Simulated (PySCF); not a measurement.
PySCF input for C₂H₆MgS, SMILES [CH2]([Mg][SH])C, TDA-PBE/def2-SVPD. Geometry optimised at PBE0-D3(BJ)/def2-SVP. The structure was generated by enumeration; whether it is a known compound was not checked. One conformer was computed; it need not be the lowest.

```python
import numpy as np
from pyscf import gto, scf, dft, tdscf

mol = gto.M(
    atom='''
    Mg   -0.03521830   -0.00375690    0.26689657
    C     0.57366985   -1.94500589   -0.26397282
    C     0.84387841   -2.17726130   -1.75225367
    H    -0.19824167   -2.65198949    0.09291477
    H     1.47684471   -2.19036074    0.32510973
    H     1.64180797   -1.52158664   -2.13957677
    H    -0.04732134   -1.98725189   -2.37373228
    H     1.15974801   -3.21367316   -1.96918499
    S    -0.69950004    2.15638137    0.80367397
    H    -0.92350695    1.84144588    2.10028602
    ''',
    basis='def2-SVPD',
    charge=0,
    spin=0,
    max_memory=1600,
    verbose=4,
)
mf = dft.RKS(mol, xc='pbe').density_fit(auxbasis='def2-universal-jkfit')
mf.grids.level = 3
mf.conv_tol = 1e-9
mf.max_cycle = 100
mf.kernel()
mf.grids = dft.Grids(mol).set(level=1).build(with_non0tab=True)  # coarser grid for the response kernel
td = tdscf.TDA(mf)
td.singlet = True
td.nstates = 10
td.conv_tol = 1e-4
td.positive_eig_threshold = 1e-6
td.kernel(x0=td.get_init_guess(mf, 15))
td.analyze()
tt = tdscf.TDA(mf)
tt.singlet = False
tt.nstates = 4
tt.conv_tol = 1e-4
tt.positive_eig_threshold = 1e-6
tt.kernel(x0=tt.get_init_guess(mf, 9))
tt.analyze(verbose=3)
```

Log of the run:

```
PySCF version 2.14.0

[INPUT] verbose = 4
[INPUT] num. atoms = 10
[INPUT] num. electrons = 46
[INPUT] charge = 0
[INPUT] spin (= nelec alpha-beta = 2S) = 0
[INPUT] symmetry False subgroup None
[INPUT] Mole.unit = angstrom
[INPUT] Symbol           X                Y                Z      unit          X                Y                Z       unit  Magmom
[INPUT]  1 Mg    -0.035218300000  -0.003756900000   0.266896570000 AA   -0.066552941573  -0.007099512077   0.504361420886 Bohr   0.0
[INPUT]  2 C      0.573669850000  -1.945005890000  -0.263972820000 AA    1.084078902420  -3.675528442766  -0.498836334129 Bohr   0.0
[INPUT]  3 C      0.843878410000  -2.177261300000  -1.752253670000 AA    1.594699077333  -4.114427558614  -3.311279537064 Bohr   0.0
[INPUT]  4 H     -0.198241670000  -2.651989490000   0.092914770000 AA   -0.374622462776  -5.011533821325   0.175583468227 Bohr   0.0
[INPUT]  5 H      1.476844710000  -2.190360740000   0.325109730000 AA    2.790832030413  -4.139181912600   0.614368350131 Bohr   0.0
[INPUT]  6 H      1.641807970000  -1.521586640000  -2.139576770000 AA    3.102567412428  -2.875382024397  -4.043214117782 Bohr   0.0
[INPUT]  7 H     -0.047321340000  -1.987251890000  -2.373732280000 AA   -0.089424372447  -3.755361812624  -4.485703902239 Bohr   0.0
[INPUT]  8 H      1.159748010000  -3.213673160000  -1.969184990000 AA    2.191606112409  -6.072962126266  -3.721220319704 Bohr   0.0
[INPUT]  9 S     -0.699500040000   2.156381370000   0.803673970000 AA   -1.321863499722   4.074970209414   1.518723696742 Bohr   0.0
[INPUT] 10 H     -0.923506950000   1.841445880000   2.100286020000 AA   -1.745175209632   3.479828386409   3.968965361053 Bohr   0.0

nuclear repulsion = 160.203043919045
number of shells = 60
number of NR pGTOs = 204
number of NR cGTOs = 136
basis = def2-SVPD
ecp = {}


[settings echo left out]
init E= -677.353547615478
  HOMO = -0.28977451217572  LUMO = -0.09019102865788  gap/eV = 5.43094
cycle= 1 E= -677.336579316392  delta_E= 0.017  |g|= 0.627  |ddm|= 3.79
  HOMO = -0.119349221825282  LUMO = -0.0346201380208089  gap/eV = 2.30560
cycle= 2 E= -676.949790624572  delta_E= 0.387  |g|= 1.23  |ddm|= 3.26
  HOMO = -0.193895525841077  LUMO = -0.0599808082163693  gap/eV = 3.64401
cycle= 3 E= -677.461033959138  delta_E= -0.511  |g|= 0.134  |ddm|= 2.47
  HOMO = -0.205819986638515  LUMO = -0.0608928558194548  gap/eV = 3.94367
cycle= 4 E= -677.465499425666  delta_E= -0.00447  |g|= 0.0788  |ddm|= 0.353
  HOMO = -0.208409704035914  LUMO = -0.0616229359687495  gap/eV = 3.99427
cycle= 5 E= -677.467454213135  delta_E= -0.00195  |g|= 0.0154  |ddm|= 0.136
  HOMO = -0.207452003983867  LUMO = -0.0607751382620862  gap/eV = 3.99128
cycle= 6 E= -677.467536847588  delta_E= -8.26e-05  |g|= 0.00346  |ddm|= 0.0301
  HOMO = -0.207824370960918  LUMO = -0.0609819975298427  gap/eV = 3.99578
cycle= 7 E= -677.467540996186  delta_E= -4.15e-06  |g|= 0.000711  |ddm|= 0.00582
  HOMO = -0.207906208100136  LUMO = -0.0610057014911614  gap/eV = 3.99737
cycle= 8 E= -677.467541166695  delta_E= -1.71e-07  |g|= 0.00025  |ddm|= 0.00147
  HOMO = -0.207901517171762  LUMO = -0.0609974184081534  gap/eV = 3.99746
cycle= 9 E= -677.467541190951  delta_E= -2.43e-08  |g|= 5.06e-05  |ddm|= 0.000555
  HOMO = -0.207898510967974  LUMO = -0.060998374828495  gap/eV = 3.99736
cycle= 10 E= -677.467541191689  delta_E= -7.38e-10  |g|= 1.81e-05  |ddm|= 0.000106
  HOMO = -0.207900599101124  LUMO = -0.0609993919978162  gap/eV = 3.99739
Extra cycle  E= -677.467541191554  delta_E= 1.35e-10  |g|= 2.88e-05  |ddm|= 6e-05
converged SCF energy = -677.467541191554
tot grids = 37744
Overwritten attributes  positive_eig_threshold  of <class 'pyscf.tdscf.rks.TDA'>


******** <class 'pyscf.tdscf.rks.TDA'> for <class 'pyscf.df.df_jk.DFRKS'> ********
nstates = 10 singlet
deg_eia_thresh = 1.000e-03
wfnsym = None
conv_tol = 0.0001
eigh lindep = 1e-12
eigh level_shift = 0
eigh max_cycle = 100


Excitation energies (eV)
[4.20160485 4.58668112 4.62475513 4.63116083 4.94544944 5.21180183
 5.51006772 5.64434728 5.80778774 6.11371946]

** Singlet excitation energies and oscillator strengths **
Excited State   1:      4.20160 eV    295.09 nm  f=0.0439
      22 -> 24        0.70515
Excited State   2:      4.58668 eV    270.31 nm  f=0.0499
      23 -> 24        0.34662
      23 -> 25       -0.60483
Excited State   3:      4.62476 eV    268.09 nm  f=0.0137
      22 -> 25        0.68031
      23 -> 24        0.14752
      23 -> 25        0.10553
Excited State   4:      4.63116 eV    267.72 nm  f=0.1868
      22 -> 25       -0.18984
      22 -> 26        0.16724
      23 -> 24        0.54090
      23 -> 25        0.34378
Excited State   5:      4.94545 eV    250.70 nm  f=0.0229
      23 -> 26       -0.70309
Excited State   6:      5.21180 eV    237.89 nm  f=0.0606
      21 -> 24       -0.30547
      22 -> 26       -0.60174
      23 -> 24        0.12850
      23 -> 27        0.10958
Excited State   7:      5.51007 eV    225.01 nm  f=0.0066
      23 -> 27        0.69151
Excited State   8:      5.64435 eV    219.66 nm  f=0.0223
      22 -> 27       -0.70151
Excited State   9:      5.80779 eV    213.48 nm  f=0.1205
      21 -> 24        0.58995
      21 -> 25       -0.22813
      22 -> 26       -0.24211
Excited State  10:      6.11372 eV    202.80 nm  f=0.0768
      21 -> 24        0.17082
      21 -> 25        0.65154
      23 -> 28       -0.10142

** Transition electric dipole moments (AU) **
state          X           Y           Z        Dip. S.      Osc.
  1         0.6187      0.1533      0.1437      0.4269      0.0439
  2        -0.1293      0.6372     -0.1447      0.4437      0.0499
  3        -0.0809      0.2898      0.1753      0.1213      0.0137
  4        -0.4019      1.0638      0.5943      1.6464      0.1868
  5        -0.4033     -0.1289     -0.0970      0.1887      0.0229
  6        -0.2192      0.5639      0.3291      0.4743      0.0606
  7         0.0672     -0.2020     -0.0603      0.0490      0.0066
  8        -0.3827     -0.0826     -0.0888      0.1612      0.0223
  9        -0.2603      0.8411      0.2682      0.8471      0.1205
 10         0.0020      0.4523     -0.5550      0.5127      0.0768

** Transition velocity dipole moments (imaginary part, AU) **
state          X           Y           Z        Dip. S.      Osc.
  1         0.0761      0.0189      0.0177      0.0065      0.0279
  2        -0.0225      0.0779      0.0172      0.0069      0.0272
  3        -0.0252      0.0392      0.0207      0.0026      0.0102
  4        -0.0523      0.1563      0.0838      0.0342      0.1338
  5        -0.0251     -0.0115     -0.0073      0.0008      0.0030
  6        -0.0289      0.0681      0.0493      0.0079      0.0275
  7         0.0084     -0.0209     -0.0114      0.0006      0.0021
  8        -0.0899     -0.0202     -0.0209      0.0089      0.0287
  9        -0.0432      0.1441      0.0406      0.0243      0.0759
 10         0.0008      0.0414     -0.0538      0.0046      0.0137

** Transition magnetic dipole moments (imaginary part, AU) **
state          X           Y           Z
  1        -0.0440     -0.2164      0.4125
  2         0.1032      0.0300     -0.0128
  3         0.1253      0.2528     -0.0073
  4         0.6098      0.1046      0.1218
  5        -0.0950      0.0007      0.5069
  6         0.1139      0.0413      0.0091
  7        -0.3109     -0.0912     -0.0301
  8        -0.0136      0.3362     -0.2923
  9        -0.0537     -0.0212      0.0061
 10         0.5474      0.1379      0.1012


******** <class 'pyscf.tdscf.rks.TDA'> for <class 'pyscf.df.df_jk.DFRKS'> ********
nstates = 4 triplet
deg_eia_thresh = 1.000e-03
wfnsym = None
conv_tol = 0.0001
eigh lindep = 1e-12
eigh level_shift = 0
eigh max_cycle = 100


Excitation energies (eV)
[3.69320632 3.94891667 4.33939745 4.5525958 ]

** Triplet excitation energies and oscillator strengths **
Excited State   1:      3.69321 eV    335.71 nm  f=0.0000
Excited State   2:      3.94892 eV    313.97 nm  f=0.0000
Excited State   3:      4.33940 eV    285.72 nm  f=0.0000
Excited State   4:      4.55260 eV    272.34 nm  f=0.0000
```

The run converged.
